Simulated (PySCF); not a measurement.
# Radial density of Si (silicon, neutral)

UHF, [Ne] 3s1 3p3, high-spin 5S determinant (an excited configuration). Computed with PySCF 2.14 in dyall-acv3z, with scalar relativity by spin-free X2C-1e.

| r (bohr) | 4πr²ρ (e/bohr) | 4πr²(ρα − ρβ) |
| --- | --- | --- |
| 0.00196 | 0.09186 | 0.0002 |
| 0.00330 | 0.2434 | 0.0006 |
| 0.00555 | 0.6301 | 0.0016 |
| 0.00934 | 1.569 | 0.0040 |
| 0.0157 | 3.649 | 0.0093 |
| 0.0264 | 7.554 | 0.0190 |
| 0.0444 | 12.85 | 0.0320 |
| 0.0747 | 15.86 | 0.0418 |
| 0.126 | 12.55 | 0.0654 |
| 0.211 | 9.790 | 0.1944 |
| 0.356 | 13.98 | 0.3308 |
| 0.598 | 10.68 | 0.0445 |
| 1.01 | 2.573 | 0.3135 |
| 1.69 | 1.738 | 1.6690 |
| 2.85 | 1.239 | 1.2386 |
| 4.79 | 0.1648 | 0.1648 |
| 8.05 | 0.002632 | 0.0026 |

Densities and radii are taken from the X2C orbitals without a picture-change correction, which distorts them close to the nucleus.
